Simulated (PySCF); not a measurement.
This PySCF input asks for the NMR shieldings of SMILES CCC[Si+](C)C, [C5H13Si]+; the geometry comes from GFN2-xTB.

```python
import basis_set_exchange as bse
import numpy as np
from pyscf import gto, dft
from pyscf.prop import nmr

atoms = """
C     2.142718    0.091268    0.342297
C     1.437849   -1.237973    0.124414
C     0.234990   -1.109419   -0.831923
Si   -1.019148    0.166163   -0.223063
C    -2.036603   -0.208837    1.315329
C    -1.139333    1.836448   -1.081953
H     1.491700    0.806416    0.846673
H     2.464029    0.520323   -0.603640
H     3.023811   -0.049706    0.961794
H     1.112727   -1.641768    1.083757
H     2.139860   -1.949956   -0.310041
H     0.608742   -0.830797   -1.822513
H    -0.230070   -2.093426   -0.939600
H    -2.194682   -1.280222    1.446524
H    -1.534752    0.152343    2.213410
H    -3.015467    0.269475    1.285054
H    -0.154152    2.234294   -1.327239
H    -1.651539    2.576683   -0.467695
H    -1.690485    1.757942   -2.019044
"""
names = dict.fromkeys(["C", "Si", "H"], "pcSseg-1")
basis = {el: gto.basis.parse(bse.get_basis(n, elements=[el], fmt="nwchem")) for el, n in names.items()}
mol = gto.M(atom=atoms, basis=basis, charge=1, verbose=0)
mf = dft.RKS(mol, xc="PBE0")
mf.grids.level = 2
mf.grids.alignment = dft.numint.BLKSIZE   # the property module wants whole blocks of grid points
mf.conv_tol = 1e-9
mf.kernel()

calc = nmr.RKS(mf)   # GIAO
C = mf.mo_coeff
Co = C[:, mf.mo_occ > 0]
resp = mf.gen_response(singlet=True, hermi=2)
def vind(x):   # induced exchange potential for any number of trial vectors
    d = np.einsum("pi,xij,qj->xpq", C, 2 * x.reshape(-1, C.shape[1], Co.shape[1]), Co, optimize=True)
    return np.einsum("xpq,pi,qj->xij", resp(d - d.transpose(0, 2, 1)), C, Co, optimize=True).ravel()
mo1, _ = nmr.rhf.solve_mo1(calc, with_cphf=vind)
sigma = calc.kernel(mo1)
for i, s in enumerate(sigma):   # ppm
    w = np.linalg.eigvalsh((s + s.T) / 2)
    print("%2d %-2s iso %8.1f  s11 %8.1f  s22 %8.1f  s33 %8.1f" % (i, mol.atom_pure_symbol(i), w.mean(), *w))
```

Problem. Give the expected output.

Solution. 
```
 0 C  iso    160.6  s11    142.2  s22    159.7  s33    179.9
 1 C  iso    161.5  s11    148.3  s22    162.8  s33    173.2
 2 C  iso    143.6  s11    100.4  s22    161.2  s33    169.1
 3 Si iso    -90.1  s11   -313.1  s22   -221.5  s33    264.4
 4 C  iso    168.9  s11    137.3  s22    177.1  s33    192.3
 5 C  iso    164.4  s11    128.6  s22    174.2  s33    190.4
 6 H  iso     31.9  s11     28.1  s22     31.5  s33     36.2
 7 H  iso     29.9  s11     26.9  s22     28.2  s33     34.5
 8 H  iso     29.6  s11     25.1  s22     26.4  s33     37.3
 9 H  iso     29.3  s11     25.5  s22     28.5  s33     33.9
10 H  iso     29.3  s11     24.4  s22     27.3  s33     36.3
11 H  iso     28.6  s11     25.6  s22     27.8  s33     32.6
12 H  iso     29.1  s11     25.5  s22     26.5  s33     35.2
13 H  iso     29.1  s11     24.8  s22     27.5  s33     35.0
14 H  iso     29.7  s11     25.9  s22     26.9  s33     36.1
15 H  iso     29.3  s11     25.0  s22     27.0  s33     35.8
16 H  iso     29.3  s11     25.3  s22     27.9  s33     34.6
17 H  iso     29.2  s11     25.1  s22     27.2  s33     35.1
18 H  iso     29.6  s11     25.7  s22     26.7  s33     36.5
```

These numbers come from an equivalent density-fitted implementation of the same equations, which agrees with the script to about 0.01 ppm for H and up to a few tenths of a ppm for heavy atoms, so last digits may differ.

Problem. Turn these shieldings into chemical shifts. Chemical shifts δ = σref − σ; 13C (σref 186.93), 29Si (σref 349.16), 1H (σref 31.72) vs TMS, all at this level.

Solution. Averaging equivalent atoms: C 2: 43.3; C 0: 26.3; C 1: 25.5; C 4/5: 20.3; Si 3: 439.2; H 11/12: 2.85; H 9/10: 2.40; H 13/14/15/16/17/18: 2.37; H 6/7/8: 1.24 ppm. 

Size and cost of the density-fitted run: 174 basis functions, 29 s wall time on 1 thread of an Arm Neoverse V2, shared host; peak memory 0.8 GiB.
